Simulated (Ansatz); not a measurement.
C2H8OSi2 can be A, `CC1(O)[SiH2][SiH2]1`, or B, `C=C[SiH2]O[SiH3]`.

Program: Ansatz. Geometries: PBE0-D4/def2-TZVP. ΔE: electronic, gas phase. CCSD(T)/CBS is the MP2 limit (def2-TZVPP, def2-QZVPP) plus CCSD(T) − MP2 in def2-TZVPP, frozen cores. Functionals use def2-TZVPP. One conformer a species, not always the lowest.

**Question.** Which is lower in electronic energy at CCSD(T)/CBS, and by how much? (Estimate.)

**Answer.** The calculation gave: B, by 337.3 kJ/mol.

**Question.** Give E(B) − E(A) in kJ/mol with BLYP-D4, PBE-D4, CCSD(T)/def2-TZVPP, LDA (SPW92), PBE0-D4, B2PLYP, ωB97M-V. (Estimate.)

**Answer.** Ansatz gave: BLYP-D4 -327.4, PBE-D4 -273.9, CCSD(T)/def2-TZVPP -337.1, LDA (SPW92) -250.7, PBE0-D4 -291.7, B2PLYP -346.3, ωB97M-V -329.6. None reverses the order clearly.

**Question.** Does the order hold for the free energy at 298.15 K (harmonic terms from PBE0-D4)? (An estimate is asked.)

**Answer.** The calculation gave: Yes: G(B) − G(A) = -350.5 kJ/mol, for one conformer each. Modes under 60 cm⁻¹, often nearly free rotors, make the harmonic entropy too high.

Largest T1 diagnostic: 0.013.

At CCSD(T), def2-SVP lies +30.4 kJ/mol from the extrapolated value and def2-TZVPP +0.3 kJ/mol. From PBE to PBE0 (25 % exact exchange), in def2-TZVPP and without D4, E(B) − E(A) moves by −17.4 kJ/mol.
